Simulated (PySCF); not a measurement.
Al2H4, SMILES [AlH2][AlH2].

The structure is a stationary point at TPSSh-D3(BJ)/def2-TZVP.

Two levels are set side by side: PBE/def2-TZVPD (PySCF) and PBE0/def2-TZVPD (PySCF). Same geometry, gas phase. Differences are taken from unrounded values.

| quantity | PBE |
|---|---|
| orbital gap (eV) | 3.08 |
| highest occupied level (eV) | -5.92 |
| lowest empty level (eV) | -2.85 |
| mean polarisability (bohr³) | 73.8 |

Problem. These are the PBE values. What does PBE0 give? (Estimate from the structure and the level; the computed values follow.)

Solution. 
```csv
quantity,PBE0,PBE minus PBE0
orbital gap (eV),4.83,-1.75
highest occupied level (eV),-6.92,1.00
lowest empty level (eV),-2.09,-0.76
mean polarisability (bohr³),70.2,3.6
```

PBE's occupied levels lie high since its potential decays too fast outside the molecule; exact exchange lowers them and widens the gap. Loosely held outer electrons make PBE densities more polarisable. Differences between two approximate levels are no errors against the true value.

Rough cost on one machine, each run with all the roots and properties that it gave: PBE0 against PBE within a factor of 2.
